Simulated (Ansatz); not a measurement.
C₃H₆BCl, SMILES `ClC1BCC1`. Total charge 0; spin multiplicity 1. Geometry: relaxed with PBE0-D4/def2-TZVP.

```xyz
11

Cl    1.546    1.362    0.685
C     0.760    0.437   -0.690
B     0.849   -0.760    0.328
C    -0.698   -0.577    0.660
C    -0.749    0.481   -0.479
H     1.260    0.712   -1.612
H     1.725   -1.514    0.616
H    -0.962   -0.218    1.655
H    -1.305   -1.464    0.460
H    -1.242    0.085   -1.372
H    -1.184    1.456   -0.253
```

Problem. What is the dipole moment at B3LYP/def2-TZVPP? (An estimate is asked.)

Solution. Ansatz gave: 1.47 D, with components (-0.92, -0.05, -1.14) D in this frame, pointing from negative to positive charge.

Problem. And with PBE, r2SCAN, ωB97M-V? (Estimate.)

Solution. Ansatz gave: PBE 1.42 D, r2SCAN 1.51 D, ωB97M-V 1.47 D.

Problem. Give the Mulliken charges with B3LYP, r2SCAN, PBE in def2-TZVPP. (Best estimate.)

Solution. Ansatz gave: 
| atom | B3LYP | r2SCAN | PBE |
| --- | --- | --- | --- |
| Cl1 | -0.12 | -0.13 | -0.09 |
| C2 | -0.03 | 0.04 | 0.00 |
| B3 | -0.01 | 0.00 | -0.07 |
| C4 | -0.25 | -0.19 | -0.21 |
| C5 | -0.11 | -0.03 | -0.10 |
| H6 | 0.14 | 0.10 | 0.12 |
| H7 | 0.04 | 0.01 | 0.02 |
| H8 | 0.10 | 0.06 | 0.09 |
| H9 | 0.09 | 0.06 | 0.09 |
| H10 | 0.08 | 0.04 | 0.07 |
| H11 | 0.08 | 0.04 | 0.07 |

B3LYP here is the variant with VWN-RPA as its local correlation; programs differ in this.
